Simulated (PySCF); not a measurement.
**Two probes of the same atoms: core binding energy and nuclear shielding**

Species: C6H6O2S.
Numbering: `[CH3:1][O:2][C:3](=[O:4])[c:5]1[cH:6][cH:7][cH:8][s:9]1`

Binding energies: delta-SCF UKS SCAN, pcX-2 on the ionised atom, pcseg-1 elsewhere, spin-free X2C in PySCF 2.14.0. Shieldings: GIAO HF/pcSseg-1, non-relativistic, same geometry.

```tsv
atom	C 1s (eV)
C1	292.56
C3	294.26
C5	291.00
C6	290.56
C7	290.60
C8	290.89
```

Task: What are the absolute isotropic shieldings of these atoms?

Result: 
| atom | environment | C 1s (eV) | isotropic shielding (ppm) |
| --- | --- | --- | --- |
| C6 | aromatic CH carbon | 290.56 | 44.2 |
| C7 | aromatic CH carbon | 290.60 | 60.0 |
| C8 | aromatic CH next to a ring sulfur | 290.89 | 41.5 |
| C5 | substituted aromatic carbon | 291.00 | 51.6 |
| C1 | methoxy carbon | 292.56 | 141.9 |
| C3 | ester carbonyl carbon | 294.26 | 21.5 |

Task: Among the listed atoms, is the one with the highest binding energy also the least shielded?

Result: Yes: C3 has both (294.26 eV, 21.5 ppm).

Over these 6 sites the two quantities correlate at r = 0.03. By binding energy: C6 ≈ C7 < C8 < C5 < C1 < C3. By shielding: C3 < C8 < C6 < C5 < C7 < C1.

Isolated species at its PBE0-D3(BJ)/def2-SVP geometry (one conformer only).

The values belong to the conformer `[CH3:1][O:2][C:3](=[O:4])[c:5]1[cH:6][cH:7][cH:8][s:9]1`: C1–O2–C3–O4 0°, O2–C3–C5–C6 -179°.
